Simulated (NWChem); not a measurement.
Molecule: C$_{2}$HCl$_{2}$FSi; SMILES C#C[Si](F)(Cl)Cl

Computed with NWChem. Pople sets run with spherical d functions. Coordinates come from a PBE0/def2-SVP optimisation. Total energies compare along this basis series because the functional is fixed.

```csv
level,basis functions,energy (Ha),highest occupied level (eV),orbital gap (eV),dipole (D)
B3LYP/STO-3G,43,-1370.8047,-6.85,9.01,2.63
B3LYP/3-21G,68,-1379.7326,-8.97,7.78,3.15
B3LYP/6-31G*,98,-1386.6333,-8.53,7.56,2.52
B3LYP/6-31+G*,122,-1386.6479,-8.76,7.42,2.49
B3LYP/6-311G**,138,-1386.7748,-8.81,7.51,2.61
```
